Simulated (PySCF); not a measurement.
Isomers of C3H7ClOSi.

All values: PBE0/def2-SVPD (PySCF) at GFN2-xTB geometries, gas phase, one conformer each. Core orbitals are frozen in the response; Δα² is half the sum of the squared differences of the principal polarisabilities.

Question: Rank by mean static polarisability, highest first.
A. `[OH:1][SiH2:2][C@@H:3]1[CH2:4][C@H:5]1[Cl:6]` with H–O1–Si2–C3 180°, O1–Si2–C3–C4 33°
B. `[OH:1][SiH2:2][C@@H:3]1[CH2:4][C@@H:5]1[Cl:6]` with H–O1–Si2–C3 52°, O1–Si2–C3–C4 28°
C. `[CH2:1]=[C:2]([Cl:3])[O:4][CH2:5][SiH3:6]` with C1–C2–O4–C5 -179°, C2–O4–C5–Si6 180°
D. `[CH2:1]=[C:2]([Cl:3])[SiH2:4][O:5][CH3:6]` with C1–C2–Si4–O5 0°, C2–Si4–O5–C6 180°

Answer: C (12.49 Å³), D (11.89 Å³), A (11.45 Å³), B (11.17 Å³).

Question: Rank by polarisability anisotropy Δα, lowest first.
A. `[CH3:1][C:2](=[O:3])[Si@@H:4]([CH3:5])[Cl:6]` with C1–C2–Si4–C5 -99°
B. `[OH:1][SiH2:2][C@@H:3]1[CH2:4][C@H:5]1[Cl:6]` with H–O1–Si2–C3 180°, O1–Si2–C3–C4 33°
C. `[OH:1][SiH2:2][C@@H:3]1[CH2:4][C@@H:5]1[Cl:6]` with H–O1–Si2–C3 52°, O1–Si2–C3–C4 28°
D. `[CH3:1][Si@@H:2]([CH:3]=[O:4])[CH2:5][Cl:6]` with C1–Si2–C3–O4 112°, C1–Si2–C5–Cl6 61°
E. `[CH2:1]=[C:2]([Cl:3])[O:4][CH2:5][SiH3:6]` with C1–C2–O4–C5 -179°, C2–O4–C5–Si6 180°
F. `[CH2:1]=[C:2]([Cl:3])[SiH2:4][O:5][CH3:6]` with C1–C2–Si4–O5 0°, C2–Si4–O5–C6 180°

Answer: C (2.11 Å³), A (2.48 Å³), D (3.49 Å³), B (3.79 Å³), F (4.36 Å³), E (5.11 Å³).

All values together:

```csv
SMILES,μ (D),HOMO (eV),LUMO (eV),α (Å³),Δα (Å³)
CC(=O)[Si@@H](C)Cl,1.80,-7.00,-1.39,11.65,2.48
C=C(Cl)[SiH2]OC,2.32,-7.53,-0.58,11.89,4.36
C=C(Cl)OC[SiH3],1.08,-6.74,0.20,12.49,5.11
Cl[C@H]1CCO[SiH2]1,1.84,-7.83,0.13,11.04,1.97
O[SiH2][C@@H]1C[C@H]1Cl,2.83,-7.67,-0.13,11.45,3.79
C[Si@@H](C=O)CCl,2.09,-7.10,-1.73,11.86,3.49
O[SiH2][C@@H]1C[C@@H]1Cl,2.21,-8.08,0.28,11.17,2.11
```

Conformers: `[CH3:1][C:2](=[O:3])[Si@@H:4]([CH3:5])[Cl:6]` with C1–C2–Si4–C5 -99°; `[CH2:1]=[C:2]([Cl:3])[SiH2:4][O:5][CH3:6]` with C1–C2–Si4–O5 0°, C2–Si4–O5–C6 180°; `[CH2:1]=[C:2]([Cl:3])[O:4][CH2:5][SiH3:6]` with C1–C2–O4–C5 -179°, C2–O4–C5–Si6 180°; `[Cl:1][C@H:2]1[CH2:3][CH2:4][O:5][SiH2:6]1` with Cl1–C2–C3–C4 82°, C2–C3–C4–O5 39°, C3–C4–O5–Si6 -26°, C4–O5–Si6–C2 4°; `[OH:1][SiH2:2][C@@H:3]1[CH2:4][C@H:5]1[Cl:6]` with H–O1–Si2–C3 180°, O1–Si2–C3–C4 33°; `[CH3:1][Si@@H:2]([CH:3]=[O:4])[CH2:5][Cl:6]` with C1–Si2–C3–O4 112°, C1–Si2–C5–Cl6 61°; `[OH:1][SiH2:2][C@@H:3]1[CH2:4][C@@H:5]1[Cl:6]` with H–O1–Si2–C3 52°, O1–Si2–C3–C4 28°.
